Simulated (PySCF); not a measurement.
PySCF input file for B(Me)(SH)2 (CH₅BS₂), SMILES SB(S)C, IEF-PCM-B3LYP/def2-SVP. The structure is a stationary point at PBE0-D3(BJ)/def2-SVP. Other conformers were not sampled.

```python
import numpy as np
from pyscf import gto, scf, dft
from pyscf.solvent import pcm

mol = gto.M(
    atom='''
    B    -0.01376299   -0.32057366    0.00000001
    C    -0.00042295   -1.89349039    0.00000001
    H    -0.47847176   -2.32151993    0.89370315
    H    -0.47847177   -2.32151994   -0.89370311
    H     1.04914926   -2.23620494    0.00000001
    S    -0.00328280    0.50797234   -1.60205725
    H     0.04209831    1.79397014   -1.19282892
    S    -0.00328280    0.50797236    1.60205724
    H     0.04209830    1.79397015    1.19282890
    ''',
    basis='def2-SVP',
    charge=0,
    spin=0,
    max_memory=1600,
    verbose=3,
)
mf = dft.RKS(mol, xc='b3lyp').density_fit(auxbasis='def2-universal-jkfit')
mf.grids.level = 3
mf.conv_tol = 1e-9
mf.max_cycle = 100
mf.kernel()
res = {}
for name, eps in {'water': 78.355, 'cyclohexanone': 15.619, 'acetonitrile': 35.688}.items():
    s = mf.PCM()
    s.with_solvent.method, s.with_solvent.eps, s.with_solvent.lebedev_order = 'IEF-PCM', eps, 29
    s.kernel(mf.make_rdm1())
    res[name] = (s.e_tot, eps, s.dip_moment(), s.mo_energy, s.converged)
    print(f'{name}: electrostatic solvation free energy {(s.e_tot - mf.e_tot) * 627.509474:.3f} kcal/mol')
```

Log of the run:

```
converged SCF energy = -862.16027356627

WARN: PCM is an experimental feature. It is still in testing.
Features and APIs may be changed in the future.

converged SCF energy = -862.165783452142
Dipole moment(X, Y, Z, Debye):  0.18682,  1.32258,  0.00000
water: electrostatic solvation free energy -3.458 kcal/mol

WARN: PCM is an experimental feature. It is still in testing.
Features and APIs may be changed in the future.

converged SCF energy = -862.165260915289
Dipole moment(X, Y, Z, Debye):  0.18157,  1.26524,  0.00000
cyclohexanone: electrostatic solvation free energy -3.130 kcal/mol

WARN: PCM is an experimental feature. It is still in testing.
Features and APIs may be changed in the future.

converged SCF energy = -862.165622189812
Dipole moment(X, Y, Z, Debye):  0.18519,  1.30466,  0.00000
acetonitrile: electrostatic solvation free energy -3.356 kcal/mol
```

The run converged.
